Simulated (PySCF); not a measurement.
Compound: C13H18.
Numbering: `[CH2:1]=[CH:2][c:3]1[c:4]([CH3:5])[cH:6][cH:7][cH:8][c:9]1[C:10]([CH3:11])([CH3:12])[CH3:13]`

Cartesian coordinates in Å at the PBE0-D3(BJ)/def2-SVP level; atoms count from 1:
```xyz
31
C13H18 angstrom
C      0.9721    2.1664    0.8632
C      0.7932    1.2389   -0.0790
C      0.6703   -0.2240    0.1735
C      1.8913   -0.9318    0.2579
C      3.2067   -0.2204    0.1031
C      1.8794   -2.3092    0.4848
C      0.6761   -2.9853    0.6233
C     -0.5223   -2.2886    0.5246
C     -0.5662   -0.9061    0.2943
C     -1.9328   -0.1999    0.2095
C     -2.0325    0.6736   -1.0493
C     -2.1460    0.6623    1.4636
C     -3.0910   -1.2031    0.1422
H      1.1107    3.2200    0.6059
H      0.9839    1.9039    1.9257
H      0.8154    1.5524   -1.1317
H      3.3757    0.5025    0.9156
H      3.2521    0.3548   -0.8351
H      4.0394   -0.9375    0.1037
H      2.8277   -2.8493    0.5497
H      0.6653   -4.0635    0.8011
H     -1.4504   -2.8482    0.6269
H     -1.8178    0.0859   -1.9554
H     -1.3457    1.5282   -1.0211
H     -3.0527    1.0786   -1.1412
H     -3.1414    1.1346    1.4350
H     -2.0873    0.0451    2.3733
H     -1.3953    1.4585    1.5400
H     -4.0383   -0.6520    0.0410
H     -3.1691   -1.8155    1.0527
H     -3.0018   -1.8781   -0.7229
```

Probes without a nucleus sit at each ring's centroid and 1 Å off its mean plane on both sides; NICS is minus the shielding there, NICSzz its component along the normal. Level: GIAO KT2/pcSseg-1 (PySCF, non-relativistic, gas phase) on the PBE0-D3(BJ)/def2-SVP geometry, one conformer.

Ring bond lengths (Å): C3–C4 1.414, C4–C6 1.396, C6–C7 1.387, C7–C8 1.390, C8–C9 1.402, C9–C3 1.417.

**Question.** Give the NICS values of each ring in ppm.

**Answer.** 
```json
{"ring": "C3–C4–C6–C7–C8–C9", "type": "6-membered carbocycle; formal bonds all aromatic", "NICS(0)": "-8.6", "NICS(1), two faces": "-10.9 / -10.6", "NICS(1)zz, two faces": "-25.9 / -25.2", "rms pucker (Å)": "0.00", "centre to ring atoms, mean (Å)": "1.40"}
```

**Question.** What can be read from them?

**Answer.** 
- C3–C4–C6–C7–C8–C9: mean NICS(1)zz -25.5 ppm, shielded. The ring is flat and has no four-coordinate atom; by the NICS criterion it is aromatic.

**Question.** What does the geometric index give? HOMA takes Krygowski's 1993 parameters.

**Answer.** 
- C3–C4–C6–C7–C8–C9: HOMA 0.92 = 1 − EN − GEO, with mean bond length 1.401 Å, EN = α(Ropt − mean)² = 0.044 and GEO = α × variance = 0.033. The geometric and the magnetic index point the same way.

**Question.** How do the values depend on the level or the medium?

**Answer.** 
```json
{"level": "KT2/pcSseg-1, gas", "NICS(0), C3–C4–C6–C7–C8–C9": "-8.6", "mean NICS(1)zz, C3–C4–C6–C7–C8–C9": "-25.5"}
{"level": "PBE0/pcSseg-1, gas", "NICS(0), C3–C4–C6–C7–C8–C9": "-8.7", "mean NICS(1)zz, C3–C4–C6–C7–C8–C9": "-26.8"}
```

The geometry is the same throughout.
